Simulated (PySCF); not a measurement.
Ionising SiHg

UHF; Si def2-SVP, Hg def2-SVP with ECP60; scalar-relativistic core potentials (PySCF 2.14). Neutral (UHF): triplet (π ↑↑), Re = 3.162 Å, ωe = 55.5 cm⁻¹, De = 0.05 eV, HOMO -7.88 eV, LUMO -0.08 eV.

SiHg⁺ (UHF): doublet (π ↑), Re = 2.797 Å, ωe = 167 cm⁻¹, De = 0.90 eV to Si⁺ + Hg. The energies at the minima are -441.30525 hartree for SiHg and -441.05572 for SiHg⁺.

Question: Work out the adiabatic ionisation energy, without and with harmonic zero-point energies (1 hartree = 27.2114 eV, 1 eV = 8065.5 cm⁻¹), and the change of the bond length.

Answer: At UHF: 0.24953 hartree = 6.790 eV between the minima; the zero-point term (167.0 − 55.5)/2 cm⁻¹ = +0.007 eV makes it 6.797 eV. Re changes by -36.5 pm against the neutral. The electron leaves a π orbital, and the shorter bond of the ion fits an antibonding orbital, or a change in how ionic the bond is.

These are scalar-relativistic numbers at best; spin–orbit coupling would shift them, the dissociation energy most. For an ion De counts to the pair picked by the measured ionisation energies or electron affinities, which need not be the lowest pair at this level. Hartree–Fock leaves out correlation, which carries a large part of most bond energies and some tenths to 1 eV of ionisation energies. States were picked by a PBE0 search and need not be the measured ground states.
